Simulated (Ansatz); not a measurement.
Process, species as SMILES: F[SiH] (F-SiH) (closed-shell singlet) → F atom + H atom + Si atom
B3LYP-D3(BJ)/def2-TZVP geometries, fixed; electronic energies without zero-point terms.
Largest species:
```xyz
3

Si    -0.2468    -0.3148     0.4521
H     -0.9813    -1.2112    -0.5591
F      0.4929     0.6243    -0.6411
```

Basis-set convergence of the atomisation energy at PBE with Ansatz (a first-principles code). Cartesian d functions, on some or all atoms, in 6-31G*, 6-31+G*, 6-311G**; all else is spherical. The program fits the integrals of some runs and decomposes those of others, by size. Open shells are unrestricted. No added dispersion term, no relativity. Functions are those of the species that has most. Reference: the value in pcseg-4, 219.22 kcal/mol, itself unsure by roughly 0.03 kcal/mol (its mean distance from aug-pcseg-3, aug-cc-pV(Q+d)Z, cc-pV(5+d)Z).

```tsv
basis	functions	atomisation energy (kcal/mol)
6-31G	24	185.89
def2-SV(P)	34	213.98
6-31G*	36	214.85
def2-SVP	37	___
6-31+G*	44	212.90
6-311G**	51	___
aug-pcseg-1	59	___
aug-cc-pV(D+d)Z	64	213.29
def2-TZVP	74	218.25
cc-pV(T+d)Z	83	218.93
jun-cc-pV(T+d)Z	101	___
6-311++G(3df,3pd)	104	217.71
def2-TZVPPD	105	218.45
```

What belongs in the gaps?


- def2-SVP, atomisation energy (kcal/mol): 214.78
- 6-311G**, atomisation energy (kcal/mol): 210.92
- aug-pcseg-1, atomisation energy (kcal/mol): 212.41
- jun-cc-pV(T+d)Z, atomisation energy (kcal/mol): 217.99
